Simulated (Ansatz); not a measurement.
**Which is lower?**

Two relaxed structures of MgH2Te, singlet (PBE0-D4/def2-TZVP; forces vanish, vibrations not checked).

A:

```
4
angstrom
Mg 0.4019 -0.3323 0.0769
Te 0.7327 2.0783 -0.1510
H -0.0952 -2.7041 0.6171
H 0.2544 -2.8072 -0.0424
```

B:

```json
{"atom": "Mg1", "x (Å)": "-0.4126", "y (Å)": "-1.6532", "z (Å)": "0.4155"}
{"atom": "Te2", "x (Å)": "1.2322", "y (Å)": "1.5659", "z (Å)": "-0.0003"}
{"atom": "H3", "x (Å)": "1.7384", "y (Å)": "3.1194", "z (Å)": "-0.3447"}
{"atom": "H4", "x (Å)": "-0.1794", "y (Å)": "1.8389", "z (Å)": "-0.8187"}
```

Ansatz 0.2.0; basis: def2-TZVPP; cores frozen in the correlated methods. Filled d shells of the heavier atoms are correlated. Core potentials replace the inner electrons of the atoms past krypton. The outer core shell of Li, Na, Mg and K is correlated. The def2 sets are not built for correlating such inner shells, so the correlated values are less sure here. B3LYP uses VWN-RPA correlation.

Q: Which structure is lower at CCSD(T), and by how much? (An estimate is asked for; the value comes from the calculation.)

A: The calculation gives: B, by 1.27 kcal/mol (electronic energy, against the other). By their contacts, A is a complex of MgTe + H₂ and B is a complex of H₂Te + Mg.

Q: Do the other methods give the same order? (A judgement: the text doesn't fix the answer.)

A: Computed: Not all: PBE-D4, r2SCAN-D4, MP2 give the other order.

```
   method  E(B) − E(A) (kcal/mol)
   PBE-D4                    0.67
r2SCAN-D4                    5.22
  PBE0-D4                   -0.12
 B3LYP-D4                   -0.60
  wB97M-V                   -3.56
       HF                   -3.37
      MP2                    4.29
     CCSD                   -3.60
  CCSD(T)                   -1.27
```

T1 diagnostic: at most 0.014. The restricted Hartree–Fock reference is unstable towards an unrestricted one at one or more of these structures.

For scale, one of the runs: CCSD(T)/def2-TZVPP, 110 basis functions, launched by `ansatz run in.yaml --threads 2 --pin off --events-out ev --progress --plain --max-ram 4352MiB`. Hardware: 2 CPU threads of an Arm Neoverse V1, shared host. Wall time about 13 s.
